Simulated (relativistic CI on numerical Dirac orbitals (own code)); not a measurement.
A reference radial Dirac CI calculation of Ge³⁺ gave the lowest total energy -2093.87719 Ha in 36 SCF steps, from this input:

```
atom Ge  Z=32  charge=3  electrons=29
nucleus A=74  rms_radius_fm=4.0742
hamiltonian dirac-coulomb  breit=on  qed=on  c_scale=1
orbitals kli  potential=per-configuration
slater_scale 1
correlation none
mixing on
grid step=0.0125 r_max=37.3
scf mixing=0.4 start=green max_iterations=150 tolerance=2e-08 node_fill=0.05
configurations
  [Ar] 3d10 4s
  [Ar] 3d10 4p
  [Ar] 3d10 4d
end
```

One setting was then changed, and the output read:

```
SCF 1: [Ar] 3d10 4s
 iter      energy (Ha)   residual   last orbital (Ha)
    1     -2076.034044   2.55e+00     -2.94475
    2     -2093.603027   8.49e-01     -2.11735
    3     -2095.243749   1.55e-01     -1.72816
    4     -2095.386000   1.92e-01     -1.72870
    5     -2095.461276   2.34e-02     -1.64748
    6     -2095.460977   4.20e-03     -1.64041
    7     -2095.461288   1.81e-03     -1.63946
    8     -2095.461426   2.13e-05     -1.63979
    9     -2095.461429   5.13e-05     -1.63978
   10     -2095.461427   4.89e-06     -1.63976
   11     -2095.461426   4.40e-07     -1.63976
   12     -2095.461426   8.42e-10     -1.63976
SCF 2: [Ar] 3d10 4p
 iter      energy (Ha)   residual   last orbital (Ha)
    1     -2075.663693   2.55e+00     -2.35176
    2     -2093.248687   8.39e-01     -1.63774
    3     -2094.890018   1.52e-01     -1.33451
    4     -2095.030423   1.75e-01     -1.33026
    5     -2095.093277   1.85e-02     -1.27033
    6     -2095.092823   4.38e-03     -1.26571
    7     -2095.093173   1.53e-03     -1.26470
    8     -2095.093288   1.13e-04     -1.26490
    9     -2095.093285   4.56e-05     -1.26488
   10     -2095.093284   5.45e-06     -1.26486
   11     -2095.093283   4.19e-07     -1.26486
   12     -2095.093283   1.16e-09     -1.26486
SCF 3: [Ar] 3d10 4d
 iter      energy (Ha)   residual   last orbital (Ha)
    1     -2075.320805   2.54e+00     -1.44303
    2     -2092.810510   8.12e-01     -0.97796
    3     -2094.459935   1.42e-01     -0.82319
    4     -2094.586967   1.31e-01     -0.82265
    5     -2094.622064   6.33e-03     -0.79634
    6     -2094.621846   2.83e-03     -0.79506
    7     -2094.622014   1.04e-03     -0.79425
    8     -2094.622084   2.01e-04     -0.79431
    9     -2094.622080   1.06e-04     -0.79430
   10     -2094.622075   4.90e-06     -0.79429
   11     -2094.622075   4.33e-07     -0.79429
   12     -2094.622075   2.36e-09     -0.79429
orbital energies (Ha): 2p1/2 -46.1581  2p3/2 -44.9895  3s -7.6922  3p1/2 -5.8461  3p3/2 -5.6905  3d3/2 -2.5548  3d5/2 -2.5332  4s -1.6398
configuration averages (Ha): Dirac-Coulomb, Breit, QED
  4s                           -2095.461426    0.948632    0.638146
  4p                           -2095.093283    0.948573    0.637635
  4d                           -2094.622075    0.948080    0.637624
levels: no., configuration, term, J, E (cm-1), weight
   1 4s                     2S   1/2              0.0  1.00
   2 4p                     2P*  1/2          78948.5  1.00
   3 4p                     2P*  3/2          81534.2  1.00
   4 4d                     2D   3/2         183829.7  1.00
   5 4d                     2D   5/2         184079.0  1.00
lowest total energy -2093.874649 Ha
end: converged
```

(1) Which setting was changed?
A. charge
B. nuclear radius
C. start potential
D. configuration list

Results:

(1) B. The nuclear radius 4.4816 fm.
